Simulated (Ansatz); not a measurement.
Gas-phase electronic energies from Ansatz, PBE0-D4/def2-TZVP geometries. CBS: MP2 limit from def2 TZ/QZ plus the TZ coupled-cluster correction, frozen cores. For Ge outer-core shells are correlated without core-valence functions, which leaves a few kJ/mol of doubt a bond. Scalar relativity is left out up to krypton. Each species was taken in one conformer, which may not be the lowest.

Consider the ligand exchange at a Ge–C bond: `BO[C](=C)[GeH3]` + `BC(=C)O` → `BC(=C)[O][GeH3]` + `BOC=C`.

```csv
species,CCSD/CBS(def2) energy (Eh)
`BO[C](=C)[GeH3]`,-2256.34413
`BC(=C)O`,-179.00634
`BC(=C)[O][GeH3]`,-2256.31487
`BOC=C`,-179.04970
```

Question: Work out ΔE.

Answer: ΔE = (-2256.31487) + (-179.04970) − (-2256.34413) − (-179.00634) = -0.01410 Eh = -37.0 kJ/mol. CCSD(T)/CBS gives -34.9 kJ/mol.

Largest T1 diagnostic among the species: 0.014.

In def2-TZVPP, CCSD(T) changes the Hartree–Fock value by +19.8 kJ/mol (the triples alone add +2.1 kJ/mol) and MP2 by +19.1 kJ/mol.
